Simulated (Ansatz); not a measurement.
```json
{"atom": "N", "x (Å)": "0.0000", "y (Å)": "0.0000", "z (Å)": "0.0000"}
{"atom": "N", "x (Å)": "0.0000", "y (Å)": "0.0000", "z (Å)": "1.6500"}
```

Basis set: pcseg-2 (spherical functions). Charge 0, multiplicity 1.

Computed with Ansatz (development build ahead of 0.2.0); each method stands on the lowest determinant of its kind that the runs found.

Problem. Give the atomization energy at this shape (free ground-state atoms in the same class of orbitals less the molecule, no zero-point energy) of singlet N2 by PBE (unrestricted), UHF, RHF.

Solution.

| method | atomization energy |
| --- | --- |
| PBE (unrestricted) | 366.3 kJ/mol |
| UHF | 1.6 kJ/mol |
| RHF | -471.5 kJ/mol |

Caution for PBE (unrestricted): the unrestricted determinant is spin contaminated. Caution for UHF: the unrestricted determinant is a mixture of spin states. Caution for RHF: an unrestricted determinant lies well below; the molecule lies well above its atoms at this level.

The shape needn't be a minimum at these levels.
